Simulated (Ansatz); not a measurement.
Input (X2C-CCSDT(Q)/aug-cc-pwCVTZ-DK; Ansatz, a program for electronic structure): The .json basis holds the Basis Set Exchange's core-valence set for the 3d metal and cc-pVXZ-DK of the same size for its partners.

Ansatz 0.2 input:
```yaml
crystal:
  periodic: [false, false, false]
  atoms:
    - {symbol: Cr, position_ang: [0.00000000, 0.00000000, 0.00000000]}
basis:
  gaussian:
    orbitals: aug-cc-pwCVTZ-DK.json
total_charge: 2
magnetization: {spin_polarized: true, initial_magnetization: 4}
correlation: {method: ccsdt_q, frozen_orbitals: {Cr: 5}}
scf: {lower_state_search: full}
```

Output:

```
Functional definition: HF
integrals: 0.56 GiB planned
1172 factors; integrals over basis functions are off by at most 1.2e-7 eV
mean field: 0.52 GiB planned
mean field evaluation 1: about -28536.4521 eV, gradient 5.9e1 eV
mean field evaluation 2: about -28536.4523 eV, gradient 5.9e1 eV
mean field evaluation 4: about -28541.6466 eV, gradient 1.0e0 eV
mean field evaluation 8: about -28541.6504 eV, gradient 9.2e-6 eV
mean field evaluation 16: about -28541.6504 eV, gradient 1.6e-1 eV
mean field evaluation 32: about -28541.6512 eV, gradient 2.6e-6 eV
mean field evaluation 64: about -28541.6508 eV, gradient 3.5e-1 eV
mean field evaluation 96: about -28541.6504 eV, gradient 2.8e-6 eV
mean field evaluation 128: about -28541.6510 eV, gradient 9.5e-2 eV
mean field evaluation 160: about -28541.6511 eV, gradient 4.2e-2 eV
mean field evaluation 192: about -28541.6504 eV, gradient 7.3e-3 eV
mean field evaluation 224: about -28541.6512 eV, gradient 2.2e-4 eV
mean field evaluation 256: about -28535.5354 eV, gradient 5.4e-5 eV
mean field evaluation 288: about -28541.6512 eV, gradient 1.5e-6 eV
mean field evaluation 320: about -28541.6474 eV, gradient 6.7e-1 eV
mean field evaluation 352: about -28535.5321 eV, gradient 8.0e-1 eV
mean field evaluation 384: about -28541.6504 eV, gradient 4.4e-2 eV
mean field evaluation 416: about -28541.6507 eV, gradient 3.5e-1 eV
mean field evaluation 448: about -28541.6512 eV, gradient 2.1e-4 eV
mean field evaluation 480: about -28535.9486 eV, gradient 7.1e-2 eV
mean field evaluation 512: about -28535.5354 eV, gradient 3.5e-3 eV
mean field evaluation 544: about -28534.3611 eV, gradient 1.2e1 eV
mean field evaluation 576: about -28541.6504 eV, gradient 2.1e-2 eV
mean field evaluation 608: about -28535.5323 eV, gradient 7.5e-1 eV
mean field -28541.65122897 eV, -1048.8863364385 hartree, gradient 2.6e-6 eV, S^2 6.001754; 18 other end points of the search recorded, 0 dependent functions left out
determinant -28541.65122897 eV, -1048.8863364385 hartree, with singles and doubles -28553.34256852 eV, -1049.3159852422 hartree
determinant -28541.65040523 eV, -1048.8863061668 hartree, with singles and doubles -28553.34545049 eV, -1049.3160911530 hartree
determinant -28541.65122897 eV, -1048.8863364385 hartree, with singles and doubles -28553.30969843 eV, -1049.3147772890 hartree
determinant -28541.65040523 eV, -1048.8863061668 hartree, with singles and doubles -28553.30960795 eV, -1049.3147739636 hartree
5 core orbitals not correlated
reference -28541.65122897 eV, -1048.8863364385 hartree; 8, 4 occupied and 114, 118 virtual orbitals, 1172 factors
second order -11.46245869 eV of doubles, -0.00000000 eV of singles
coupled cluster: 7.26 GiB planned
cycle   1  -11.52899942 eV  change   -6.7e-2 eV  update   3.6e-2
cycle   2  -11.80938439 eV  change   -2.8e-1 eV  update   1.3e-2
cycle   3  -11.92260458 eV  change   -1.1e-1 eV  update   4.6e-3
cycle   4  -11.90437066 eV  change    1.8e-2 eV  update   1.1e-3
cycle   5  -11.89974831 eV  change    4.6e-3 eV  update   5.3e-4
cycle   6  -11.90100543 eV  change   -1.3e-3 eV  update   1.8e-4
cycle   7  -11.90134202 eV  change   -3.4e-4 eV  update   8.7e-5
cycle   8  -11.90110233 eV  change    2.4e-4 eV  update   2.3e-5
cycle   9  -11.90111620 eV  change   -1.4e-5 eV  update   7.5e-6
cycle  10  -11.90112532 eV  change   -9.1e-6 eV  update   2.3e-6
cycle  11  -11.90112879 eV  change   -3.5e-6 eV  update   8.6e-7
cycle  12  -11.90112905 eV  change   -2.5e-7 eV  update   2.8e-7
perturbative correction -0.00478740 eV, -0.0001759336 hartree
Total energy: -28553.55714541 eV, -1049.3238707978 hartree
Relativity: scalar
```
